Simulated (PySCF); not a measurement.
A calculated (PBE0, PySCF 2.14, cc-pVTZ-DK, scalar relativity by spin-free X2C-1e) atom or ion has these occupied shells.

```
shell  electrons  orbital energy (eV)  rms radius, mean of both spins (bohr)
   1s          2              -8902.6                                 0.0601
   2s          2              -1088.3                                  0.255
   2p          6              -939.52                                  0.228
   3s          2              -129.80                                  0.767
   3p          6              -85.748                                  0.818
   3d         10              -15.804                                   1.17
```

Name the element and its charge.

Cu⁺ (copper, charge +1), in [Ar] 3d10, closed-shell 1S.
